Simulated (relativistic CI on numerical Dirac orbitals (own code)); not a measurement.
## Calculated levels, Nd16+

Method of calculation: Dirac-Coulomb-Breit CI, orbitals from a KLI potential per configuration, model QED, unscaled Slater integrals (own radial code, finite nucleus).

CI space (outside the closed core [Ar] 3d10): 4s²4p⁶4d⁸, 4s²4p⁵4d⁹, 4s²4p⁶4d⁷4f, 4s4p⁶4d⁹, 4s²4p⁶4d⁷5s, 4s²4p⁵4d⁸4f, 4s²4p⁶4d⁷5p, 4s4p⁶4d⁸4f, 4s²4p⁶4d⁶4f5s, 4s²4p⁶4d⁷5d, 4s²4p⁶4d⁶5s5p, 4s²4p⁵4d⁸5s, 4s²4p⁶4d⁷5f, 4s²4p⁶4d⁷6s, 4s²4p⁶4d⁷6p, 4s²4p⁶4d⁷6d, 4s²4p⁶4d⁷6f, 4s²4p⁵4d⁸5d, 4s²4p⁶4d⁷7p, 4s²4p⁶4d⁷7f, 4p⁶4d⁹4f, 4p⁶4d⁹5p, 4p⁶4d¹⁰, 4p⁵4d¹⁰4f, 4s²4p⁶4d⁶5s², 4s²4p⁶4d⁵4f5s², 4s²4p⁵4d⁶4f5s², 4s²4p⁶4d⁵5s²5p. Double excitations out of closed p, d and f shells are left out; levels of such configurations are missing from the list, as are those of other unlisted configurations, and high levels can miss mixing partners. These lack a partner that the ground configuration has and come out too high: 4s²4p⁵4d⁸5s, 4s²4p⁵4d⁸5d.

The lowest level is 4s²4p⁶4d⁸ ³F4, with 94 % of that term; Hund's rules for 4s²4p⁶4d⁸ give ³F with J = 4, in agreement.

```
No.  Configuration  Term  J  E (cm⁻¹)   %          jj configuration (%)
  1      4s²4p⁶4d⁸    ³F  4         0  94                  4d5/2^4 (93)
  2      4s²4p⁶4d⁸    ¹D  2     20931  49                  4d5/2^4 (93)
  3      4s²4p⁶4d⁸    ³F  3     33094  99          4d3/2^3 4d5/2^5 (99)
  4      4s²4p⁶4d⁸    ³P  2     52031  52          4d3/2^3 4d5/2^5 (82)
  5      4s²4p⁶4d⁸    ³P  0     55276  83                  4d5/2^4 (79)
  6      4s²4p⁶4d⁸    ³P  1     64125  99          4d3/2^3 4d5/2^5 (99)
  7      4s²4p⁶4d⁸    ¹G  4     68720  94          4d3/2^3 4d5/2^5 (94)
  8      4s²4p⁶4d⁸    ¹D  2     84138  49          4d3/2^2 4d5/2^6 (86)
  9      4s²4p⁶4d⁸    ¹S  0    153076  83          4d3/2^2 4d5/2^6 (79)
 10      4s²4p⁵4d⁹   ¹D°  2    894413  53          4p3/2^3 4d5/2^5 (75)
 11      4s²4p⁵4d⁹   ³F°  4    897423  87          4p3/2^3 4d5/2^5 (87)
 12      4s²4p⁵4d⁹   ³D°  3    900755  58          4p3/2^3 4d5/2^5 (60)
 13      4s²4p⁵4d⁹   ³D°  2    929896  47  4p3/2^3 4d3/2^3 4d5/2^6 (69)
 14      4s²4p⁵4d⁹   ³P°  1    944465  56  4p3/2^3 4d3/2^3 4d5/2^6 (66)
 15      4s²4p⁵4d⁹   ³D°  1    952044  28          4p3/2^3 4d5/2^5 (56)
 16      4s²4p⁵4d⁹   ³P°  0    955726  78  4p3/2^3 4d3/2^3 4d5/2^6 (78)
 17      4s²4p⁵4d⁹   ³F°  3    966003  52  4p3/2^3 4d3/2^3 4d5/2^6 (62)
 18      4d⁷(4F)4f   ⁵G°  5    971526  69            4d5/2^3 4f5/2 (52)
 19      4d⁷(4F)4f   ⁵G°  6    971926  86            4d5/2^3 4f7/2 (49)
 20      4d⁷(4F)4f   ⁵G°  4    976074  56            4d5/2^3 4f5/2 (68)
 21      4d⁷(4F)4f   ⁵G°  3    985629  55    4d3/2^3 4d5/2^4 4f5/2 (43)
 22      4d⁷(4F)4f   ⁵S°  2    989635  41            4d5/2^3 4f5/2 (68)
 23      4d⁷(4F)4f   ⁵G°  2    990554  52            4d5/2^3 4f5/2 (45)
 24      4d⁷(4F)4f   ⁵H°  7    997300  66            4d5/2^3 4f7/2 (54)
 25      4d⁷(4F)4f   ⁵F°  4   1000655  42            4d5/2^3 4f5/2 (38)
 26      4d⁷(4F)4f   ⁵I°  8   1000908  78            4d5/2^3 4f7/2 (89)
 27    4s²4p⁶4d⁷4f   ³D°  2   1002022  28            4d5/2^3 4f7/2 (67)
 28      4d⁷(4F)4f   ⁵F°  3   1002525  27            4d5/2^3 4f5/2 (51)
 29      4d⁷(4F)4f   ⁵F°  5   1003080  70            4d5/2^3 4f7/2 (45)
 30      4d⁷(4F)4f   ⁵H°  6   1007194  44            4d5/2^3 4f5/2 (60)
 31      4d⁷(4F)4f   ⁵F°  1   1007892  42            4d5/2^3 4f5/2 (61)
 32      4d⁷(2D)4f   ³G°  4   1009885  23    4d3/2^3 4d5/2^4 4f5/2 (33)
 33      4d⁷(4F)4f   ³F°  3   1010663  32            4d5/2^3 4f7/2 (42)
 34      4d⁷(4P)4f   ⁵D°  2   1011181  46    4d3/2^3 4d5/2^4 4f5/2 (47)
 35      4d⁷(4F)4f   ⁵P°  3   1012652  30            4d5/2^3 4f5/2 (35)
 36      4d⁷(4F)4f   ⁵I°  7   1013412  31            4d5/2^3 4f5/2 (53)
 37      4d⁷(4P)4f   ⁵D°  0   1015879  88            4d5/2^3 4f5/2 (51)
 38      4d⁷(4P)4f   ⁵D°  1   1017083  66    4d3/2^3 4d5/2^4 4f5/2 (60)
 39      4d⁷(4F)4f   ⁵H°  5   1018494  61    4d3/2^3 4d5/2^4 4f5/2 (57)
 40      4d⁷(2P)4f   ³F°  4   1021269  45    4d3/2^3 4d5/2^4 4f7/2 (31)
 41      4d⁷(4F)4f   ⁵F°  2   1022685  29    4d3/2^3 4d5/2^4 4f5/2 (55)
 42      4d⁷(4F)4f   ⁵F°  3   1024481  32    4d3/2^3 4d5/2^4 4f7/2 (34)
 43    4s²4p⁶4d⁷4f   ³D°  2   1026079  29    4d3/2^3 4d5/2^4 4f5/2 (31)
 44      4d⁷(2H)4f   ³F°  4   1026515  41    4d3/2^3 4d5/2^4 4f7/2 (26)
 45      4d⁷(4P)4f   ⁵D°  3   1027680  43    4d3/2^3 4d5/2^4 4f5/2 (43)
```

Energies count from the lowest computed level; ° marks odd parity. Percentages are summed over parent terms; the parents shown are those of the largest component, closed shells are left out there. Filled j subshells are mostly left out of the jj labels.

The mean weight of the leading LS term, summed over parents, in these 45 levels is 56 %, and that of the leading jj configuration (from the same eigenvectors) 61 %.

At this charge energies of transitions that change n are usually good to better than 1 %, and those within a shell (Δn = 0) to a few per cent. Terms inside the open d or f shell come out 10 to 20 % too wide with unscaled integrals.

LS names give the leading component of a level, which can be under half, so a name can repeat, a term be missing and a line seem to break the LS rules.
